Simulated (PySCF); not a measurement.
A side-by-side comparison of computed properties.

First species: C5H10N2.
SMILES with atom numbers: `[H]/[N:7]=[CH:6]\[CH:5]=[N:4]/[CH:2]([CH3:1])[CH3:3]` (hydrogens: H8, H9, H10 on C1; H11 on C2; H12, H13, H14 on C3; H15 on C5; H16 on C6; H17 on N7)

Geometry (GFN2-xTB, Å), atoms numbered from 1 in this order:
```xyz
17
C5H10N2 angstrom
C     -1.237    1.200   -0.080
C     -0.764   -0.257   -0.146
C     -1.918   -1.210    0.162
N      0.239   -0.456    0.863
C      1.468   -0.235    0.694
C      2.185    0.249   -0.496
N      3.417    0.506   -0.559
H     -1.588    1.426    0.924
H     -0.421    1.878   -0.323
H     -2.050    1.358   -0.783
H     -0.389   -0.461   -1.161
H     -2.728   -1.065   -0.548
H     -1.580   -2.241    0.105
H     -2.286   -1.024    1.167
H      2.101   -0.416    1.563
H      1.615    0.418   -1.404
H      3.928    0.343    0.311
```

Second species: Pyrazinecarbonitrile, C5H3N3.
Structure used (GFN2-xTB), in Å, numbered top down from 1:
```xyz
11
C5H3N3 angstrom
N      3.4332    0.7027   -0.1731
C      2.3030    0.5240   -0.1293
C      0.9146    0.2344   -0.0589
C      0.4832   -1.0677    0.2266
N     -0.8016   -1.3601    0.2963
C     -1.6659   -0.3791    0.0878
C     -1.2388    0.9161   -0.1936
N      0.0422    1.2208   -0.2665
H      1.1802   -1.8757    0.3996
H     -2.7128   -0.6405    0.1488
H     -1.9319    1.7278   -0.3636
```

Levels: PBE0/def2-SVPD for dipole moment, HOMO energy, LUMO energy, HOMO–LUMO gap, static isotropic polarisability and electronic spatial extent ⟨r²⟩ about the centre of nuclear charge; TDDFT PBE0/def2-SVPD for lowest singlet excitation; TDA PBE0/def2-SVPD for lowest triplet excitation (Tamm–Dancoff); GFN2-xTB for rotational constant A and rotational constant C. Geometries: GFN2-xTB. All species are isolated and taken at one optimised geometry, non-relativistic unless stated; the electronic structure was computed with PySCF and density fitting.

Dipoles, sizes and rotational constants follow the conformer. The torsions of the flexible species, by atom-mapped SMILES:
- `[H]/[N:7]=[CH:6]\[CH:5]=[N:4]/[CH:2]([CH3:1])[CH3:3]`: C1–C2–N4–C5 -87°, N4–C5–C6–N7 176°

Values for the first species:

```
Dipole moment                                                     : 1.02 D
HOMO energy                                                       : -7.09 eV
LUMO energy                                                       : -1.92 eV
HOMO–LUMO gap                                                     : 5.17 eV
Lowest singlet excitation                                         : 3.43 eV
Lowest triplet excitation (Tamm–Dancoff)                          : 2.73 eV
Static isotropic polarisability                                   : 80.0 au
Electronic spatial extent ⟨r²⟩ about the centre of nuclear charge : 1007 bohr²
Rotational constant A                                             : 6.093 GHz
Rotational constant C                                             : 1.234 GHz
```

(1) Estimate the same properties for the second species, and the change in each.

## Answers

(1) 
```
                                                         property       first     second  second less first
                                                    dipole moment      1.02 D     4.14 D            +3.12 D
                                                      HOMO energy    -7.09 eV   -8.09 eV           -1.00 eV
                                                      LUMO energy    -1.92 eV   -2.59 eV           -0.67 eV
                                                    HOMO–LUMO gap     5.17 eV    5.50 eV           +0.33 eV
                                        lowest singlet excitation     3.43 eV    3.82 eV           +0.39 eV
                         lowest triplet excitation (Tamm–Dancoff)     2.73 eV    3.18 eV           +0.45 eV
                                  static isotropic polarisability     80.0 au    73.5 au            -6.5 au
electronic spatial extent ⟨r²⟩ about the centre of nuclear charge  1007 bohr²  845 bohr²         -162 bohr²
                                            rotational constant A   6.093 GHz  6.115 GHz         +0.022 GHz
                                            rotational constant C   1.234 GHz  1.295 GHz         +0.061 GHz
```

On the first: The polarisability is 11.85 Å³ as a volume (1 au = 0.148185 Å³), or 1.48 au for each of the 54 electrons. The vertical singlet–triplet gap S1 − T1 is 0.70 eV (TDDFT singlet less Tamm–Dancoff triplet; S1: HOMO→LUMO, weight 0.99; T1: HOMO→LUMO, weight 0.96).

On the second: The vertical singlet–triplet gap S1 − T1 is 0.64 eV (TDDFT singlet less Tamm–Dancoff triplet; S1: HOMO→LUMO, weight 0.99; T1: HOMO→LUMO, weight 0.87).
